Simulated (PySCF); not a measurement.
C8H8OSi.
SMILES with atom numbers: `[CH:1]1=[CH:2][C:3]([c:4]2[cH:5][cH:6][cH:7][o:8]2)=[CH:9][SiH2:10]1` (hydrogens: H11 on C1; H12 on C2; H13 on C5; H14 on C6; H15 on C7; H16 on C9; H17, H18 on Si10)

The same species was optimised twice, with GFN2-xTB and with PBE0-D3(BJ)/def2-SVP (PySCF), and the same property calculations (PySCF, gas phase) were run on both structures.

| coordinate | GFN2-xTB | PBE0-D3(BJ)/def2-SVP | change |
| --- | --- | --- | --- |
| C2–C3 (Å) | 1.467 | 1.489 | +0.022 |
| C5–C6 (Å) | 1.411 | 1.425 | +0.014 |
| C9–Si10 (Å) | 1.878 | 1.864 | -0.014 |
| C1–Si10 (Å) | 1.887 | 1.875 | -0.012 |
| C1=C2 (Å) | 1.335 | 1.347 | +0.012 |
| C3=C9 (Å) | 1.352 | 1.360 | +0.008 |
| C7–O8 (Å) | 1.339 | 1.344 | +0.005 |
| C3–C4 (Å) | 1.443 | 1.448 | +0.005 |
| C6–C7 (Å) | 1.362 | 1.365 | +0.003 |
| C4–O8 (Å) | 1.356 | 1.355 | -0.001 |
| C4–C5 (Å) | 1.376 | 1.375 | -0.001 |
| C1–Si10–C9 (°) | 88.8 | 92.5 | +3.7 |
| C2–C1–Si10 (°) | 109.7 | 106.9 | -2.8 |
| C3–C9–Si10 (°) | 109.9 | 107.3 | -2.6 |
| C2–C3–C4 (°) | 120.3 | 119.1 | -1.2 |
| C3–C4–C5 (°) | 131.7 | 132.8 | +1.1 |
| C3–C4–O8 (°) | 119.1 | 117.9 | -1.2 |
| C1–C2–C3 (°) | 116.3 | 117.2 | +0.9 |
| C2–C3–C9 (°) | 115.3 | 116.0 | +0.7 |
| C2–C3–C4–C5 (°) | 0 | -1 | -1 |

Rotational constants: A = 3732, B = 655.6, C = 561.3 MHz (GFN2-xTB) against A = 3690, B = 657.1, C = 561.4 MHz (PBE0-D3(BJ)/def2-SVP). Point groups within 0.08 Å: Cs and Cs.

On the GFN2-xTB structure: HOMO (eV) -6.07 [PBE0/pcSseg-1]; LUMO (eV) -1.72 [PBE0/pcSseg-1]; dipole (D) 1.11 [PBE0/pcSseg-1]; GIAO shielding of C1 (ppm) 50.3 [PBE0/pcSseg-1]; GIAO shielding of C2 (ppm) 32.7 [PBE0/pcSseg-1]; GIAO shielding of C3 (ppm) 32.0 [PBE0/pcSseg-1]; GIAO shielding of C4 (ppm) 27.5 [PBE0/pcSseg-1]; GIAO shielding of C5 (ppm) 72.0 [PBE0/pcSseg-1]; GIAO shielding of C6 (ppm) 68.4 [PBE0/pcSseg-1]; GIAO shielding of C7 (ppm) 38.2 [PBE0/pcSseg-1]; GIAO shielding of O8 (ppm) 38.6 [PBE0/pcSseg-1].

Task: What do these properties become on the PBE0-D3(BJ)/def2-SVP structure?

Result: 
| property | level | on GFN2-xTB | on PBE0-D3(BJ)/def2-SVP | change |
| --- | --- | --- | --- | --- |
| HOMO (eV) | PBE0/pcSseg-1 | -6.07 | -6.18 | -0.11 |
| LUMO (eV) | PBE0/pcSseg-1 | -1.72 | -1.80 | -0.08 |
| dipole (D) | PBE0/pcSseg-1 | 1.11 | 1.50 | +0.39 |
| energy, GFN2-xTB geometry as zero (kcal/mol) | PBE0/pcSseg-1 | 0.0 | -1.7 | -1.7 |
| GIAO shielding of C1 (ppm) | PBE0/pcSseg-1 | 50.3 | 48.5 | -1.8 |
| GIAO shielding of C2 (ppm) | PBE0/pcSseg-1 | 32.7 | 28.1 | -4.6 |
| GIAO shielding of C3 (ppm) | PBE0/pcSseg-1 | 32.0 | 29.6 | -2.4 |
| GIAO shielding of C4 (ppm) | PBE0/pcSseg-1 | 27.5 | 27.6 | +0.1 |
| GIAO shielding of C5 (ppm) | PBE0/pcSseg-1 | 72.0 | 70.9 | -1.1 |
| GIAO shielding of C6 (ppm) | PBE0/pcSseg-1 | 68.4 | 67.2 | -1.2 |
| GIAO shielding of C7 (ppm) | PBE0/pcSseg-1 | 38.2 | 36.8 | -1.4 |
| GIAO shielding of O8 (ppm) | PBE0/pcSseg-1 | 38.6 | 35.9 | -2.7 |

The heavy atoms differ by 0.023 Å rms after alignment. Among bonds between heavy atoms C2–C3 changes most (+0.022 Å). Changes are differences of the printed values. Neither structure is proved a minimum here.

The values belong to the conformer `[CH:1]1=[CH:2][C:3]([c:4]2[cH:5][cH:6][cH:7][o:8]2)=[CH:9][SiH2:10]1`: C2–C3–C4–C5 -1°.
